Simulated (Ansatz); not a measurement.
# One arrangement of a pair

The pair of Cl2 (SMILES ClCl, atoms 1–2) and GeH4 (SMILES [GeH4], atoms 3–7), both closed shells, in one local arrangement (a lower one may exist), relaxed at PBE0-D4/def2-TZVP:

Cl1  (-0.065, -0.212, -2.332)
Cl2  (0.190, 0.377, -4.212)
Ge3  (-0.022, -0.026, 1.313)
H4  (-0.279, -0.676, 2.679)
H5  (-0.417, -1.026, 0.211)
H6  (1.464, 0.320, 1.171)
H7  (-0.871, 1.242, 1.170)
(Å)

Program: Ansatz 0.2.0. Basis: def2-TZVPPD, with def2-QZVPPD for the basis limit. Cores are frozen in the correlated methods. Filled d shells of the heavier atoms are correlated. The def2 sets are not built for correlating such inner shells, so the correlated values are less sure here. Extrapolation: Hartree–Fock as exp(−7.88 √X), correlation as X^−2.97. Interaction energies count from these two fragments, frozen as in the pair, with the counterpoise correction; negative means bound.

(1) What is the interaction energy by CCSD(T) at an estimated basis limit (MP2 extrapolated from triple and quadruple zeta, plus CCSD(T) − MP2 in triple zeta)? (An estimate is asked for; the value comes from the calculation.)

(2) Which atoms make the shortest contact between the fragments?

T1 diagnostic: at most 0.012.

Answers

(1) Computed: -1.17 kcal/mol. Hartree–Fock alone gives 1.27 kcal/mol at the basis limit, so without correlation the pair would not bind at this distance. Plain CCSD(T) in triple zeta gives -0.66 kcal/mol; the step to the limit is large here, so the limit is uncertain. It counts from the two fragments frozen as in the pair.

(2) Cl1 and H5, 2.69 Å apart.

Basis-set superposition shift (counterpoise-corrected less uncorrected): CCSD(T) 0.81; MP2 0.81; HF 0.21; PBE0-D4 0.18; wB97M-V 0.16 kcal/mol.

For scale, one of the runs: CCSD(T)/def2-TZVPPD, 224 basis functions, launched by `ansatz run in.yaml --threads 4 --pin off --events-out ev --progress --plain --max-ram 9574MiB`. Time: 23 s of wall clock on 4 CPU threads of an Intel Xeon 6975P-C; the host was shared. Peak host memory: 3.6 GiB.
